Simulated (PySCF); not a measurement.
Geometry (Å), atoms numbered from 1 in this order:
```xyz
19

N     0.863    3.027   -0.783
C     0.503    1.967   -0.476
Si   -0.050    0.252    0.013
C     1.436   -0.819   -0.184
C     2.818   -0.280    0.122
C     2.436   -0.553   -1.289
S    -0.848    0.227    1.992
C    -2.588    0.409    1.446
C    -2.895   -0.514    0.285
S    -1.792   -0.202   -1.148
H     1.261   -1.871    0.066
H     3.513   -0.961    0.620
H     2.912    0.765    0.433
H     2.267    0.305   -1.947
H     2.860   -1.427   -1.790
H    -2.779    1.459    1.180
H    -3.208    0.154    2.320
H    -3.919   -0.344   -0.083
H    -2.802   -1.567    0.587
```

Geometry: PBE0-D3(BJ)/def2-SVP; GIAO shifts from PySCF 2.14.0 with density-fitted response routines, gas phase, non-relativistic, averaged over equivalent atoms.

At KT3/pcSseg-1 (236 basis functions, 98 s wall time on 1 thread of an Arm Neoverse N1, shared host):
```json
{"atoms": "N1", "δ (ppm)": "335.1"}
{"atoms": "C2", "δ (ppm)": "110.1"}
{"atoms": "C8/C9", "δ (ppm)": "43.9"}
{"atoms": "C5/C6", "δ (ppm)": "5.6"}
{"atoms": "C4", "δ (ppm)": "-0.8"}
{"atoms": "Si3", "δ (ppm)": "20.6"}
{"atoms": "S7/S10", "δ (ppm)": "-67.4"}
{"atoms": "H16/H18", "δ (ppm)": "3.03"}
{"atoms": "H17/H19", "δ (ppm)": "2.95"}
{"atoms": "H12/H15", "δ (ppm)": "0.85"}
{"atoms": "H13/H14", "δ (ppm)": "0.81"}
{"atoms": "H11", "δ (ppm)": "-0.31"}
```

δ = σ(ref) − σ, references computed at the same level: NH3 for 15N (262.01 ppm); TMS for 13C (182.31 ppm) and 29Si (365.51 ppm) and 1H (31.32 ppm); 33S (516.28 ppm) vs CS2.

What do these become at PBE0/pcSseg-1?

Answers


```tsv
atoms	δ at PBE0/pcSseg-1	change
N1	367.0	+31.9
C2	125.0	+14.9
C8/C9	41.8	-2.1
C5/C6	4.7	-0.9
C4	-2.0	-1.2
Si3	27.9	+7.3
S7/S10	-99.6	-32.2
H16/H18	2.90	-0.13
H17/H19	2.83	-0.12
H12/H15	0.88	+0.03
H13/H14	0.80	-0.01
H11	-0.34	-0.03
```

Chemical shifts δ = σref − σ; 15N (σ = 265.67 ppm) vs NH3; 13C (σ = 184.41 ppm) and 29Si (σ = 351.99 ppm) and 1H (σ = 31.27 ppm) vs TMS; CS2 for 33S (σ = 495.66 ppm), all at this level.

The largest change is at S7/S10 (sulfur bonded to C, Si, in a 5-membered ring). Cost: 236 basis functions, 84 s wall time on 1 thread of an Arm Neoverse N1, shared host. The order of the carbon signals is the same at both levels.

Experimental scales use liquid or dissolved standards, which lie at an offset from isolated NH3 (liquid NH3: subtract about 20 ppm). Unscaled 15N shifts of sp2 nitrogen come out 20 to 40 ppm too high even then.
